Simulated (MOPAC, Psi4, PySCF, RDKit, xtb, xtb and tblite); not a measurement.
Two geometries of SMILES C(=O)(CCB(O)O)C (C4H9BO3), relaxed at GFN2-xTB with one dihedral held; other torsions can differ between them too.

Structure A

```
17

C      2.0420    -0.4777     1.9676
C      0.7642    -0.0009     1.3170
O      0.3073     1.0960     1.5170
C      0.1234    -1.0118     0.3935
C     -1.0465    -0.4318    -0.4006
B     -1.7503    -1.4736    -1.3897
O     -1.2895    -2.7386    -1.4643
O     -2.8108    -1.1376    -2.1761
H      2.8409    -0.4477     1.2285
H      2.3092     0.1742     2.7951
H      1.9401    -1.5021     2.3147
H     -0.2244    -1.8510     1.0001
H      0.8815    -1.4085    -0.2835
H     -0.6848     0.4318    -0.9656
H     -1.7768    -0.0316     0.3075
H     -1.7713    -3.2904    -2.0821
H     -3.1239    -0.2377    -2.1081
```

Structure B

```
17

C     -2.0437    -0.4484     1.9610
C     -0.7843     0.0250     1.2739
O     -0.3421     1.1347     1.4336
C     -0.1480    -1.0080     0.3714
C      1.0455    -0.4617    -0.4228
B      2.4311    -1.2123    -0.1465
O      2.4601    -2.2824     0.6753
O      3.6055    -0.8205    -0.7147
H     -2.8612    -0.4284     1.2418
H     -2.2929     0.2141     2.7857
H     -1.9308    -1.4674     2.3197
H      0.1865    -1.8262     1.0133
H     -0.9196    -1.4140    -0.2844
H      0.8186    -0.4728    -1.4909
H      1.1599     0.5935    -0.1537
H      3.3342    -2.6575     0.7889
H      3.5706    -0.0513    -1.2797
```

Question: Which is lower in energy at the level PBE0-D3(BJ)/def2-SVP // GFN2-xTB (Psi4 1.11), and by how much?

Answer: A is lower, by 4.83 kJ/mol (dihedral C2–C4–C5–B6: 180° in A, 120° in B).

E(B) − E(A) in kJ/mol at the other levels, on the same two geometries: GFN2-xTB (xtb and tblite) 4.56; PBE0/def2-SVP // GFN2-xTB (Psi4) 5.03; PBE/def2-SVP // GFN2-xTB (Psi4) 4.01; PBE-D3(BJ)/def2-SVP // GFN2-xTB (Psi4) 3.86; UFF // GFN2-xTB (RDKit) 33.40; PM3, restricted, heats of formation // GFN2-xTB (MOPAC) 11.60; PM6, restricted, heats of formation // GFN2-xTB (MOPAC) 3.17; GFN1-xTB // GFN2-xTB (xtb) 4.73; restricted B3LYP/6-31G*, spherical d, density fitting // GFN2-xTB (PySCF) 5.79; restricted B3LYP/3-21G // GFN2-xTB (PySCF) 1.29; restricted B3LYP/6-311+G**, spherical d, density fitting // GFN2-xTB (PySCF) 5.55; restricted Hartree-Fock/LANL2DZ // GFN2-xTB (PySCF) 7.18.
